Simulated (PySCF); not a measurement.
Mn: excitation energy

Mn [Ar] 3d5 4s2 (6S) → Mn [Ar] 3d7 (4F), as a difference of total energies. Calculation: PySCF 2.14, in x2c-QZVPPall (11s7p5d4f2g, 103 functions); the spin-free X2C one-electron Hamiltonian (Gaussian nucleus). Correlated levels: valence: [Ar] frozen; valence and next inner shell: [Ne] frozen. The calculations carry no spin-orbit coupling.

| method | excitation energy (eV) |
| --- | --- |
| UHF | 9.020 |
| LDA | 4.550 |
| PBE | 4.418 |
| PBE0 | 5.411 |
| r2SCAN | 5.227 |
| r2SCANh | 5.534 |
| B3LYP | 5.101 |
| MP2 (valence) | 6.040 |
| SCS-MP2 (valence) | 5.752 |
| MP2 (valence and next inner shell) | 5.349 |
| SCS-MP2 (valence and next inner shell) | 5.392 |

Problem. Estimate what M06-2X gives.

Solution. 6.310 eV, closest to MP2 (valence) among the rows shown.

Problem. Estimate what wB97X gives.

Solution. 5.370 eV, closest to MP2 (valence and next inner shell) among the rows shown.

A first-order spin-orbit estimate (lowest level to lowest level, LS coupling) adds -0.059 eV.
